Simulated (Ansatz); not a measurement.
Problem. Name a neutral molecule of C, Cl, Mo, O, S and H with ideal-gas entropy at 298 K and 1 bar (rigid rotor, harmonic PBE0-D4/def2-TZVP) between 395 and 411 J/(mol·K) and HOMO energy (PBE0/def2-TZVPP) between -8.10 and -7.80 eV (Ansatz, PBE0-D4/def2-TZVP geometry).

Solution. `C[O][Mo](=[O])(=[S])[Cl]` (399 J/(mol·K), -7.95 eV). Other molecules can fit too; these were computed, each in one conformer that needn't be the lowest.
